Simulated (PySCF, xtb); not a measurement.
Si(F)2(Me)(NH2) (CH5F2NSi), SMILES F[Si](C)(F)N. The values are those of a single conformer.

Harmonic wavenumbers (cm⁻¹) from GFN2-xTB run with xtb at its own minimum, in rising order: 78, 88, 167, 191, 243, 244, 283, 413, 691, 768, 810, 814, 857, 907, 976, 1389, 1477, 1477, 1500, 3040, 3042, 3047, 3505, 3542.

Problem. What does PySCF with PBE0-D3(BJ)/def2-SVP give at its own minimum? (An estimate is asked for; the answer gives what the named calculation found.)

Solution. 113, 133, 200, 242, 292, 337, 343, 373, 681, 737, 778, 803, 894, 955, 975, 1281, 1426, 1427, 1537, 3069, 3171, 3182, 3628, 3730. Paired by order, the mean absolute difference is 59 cm⁻¹ and the zero-point energies are 42.2 and 43.3 kcal/mol.
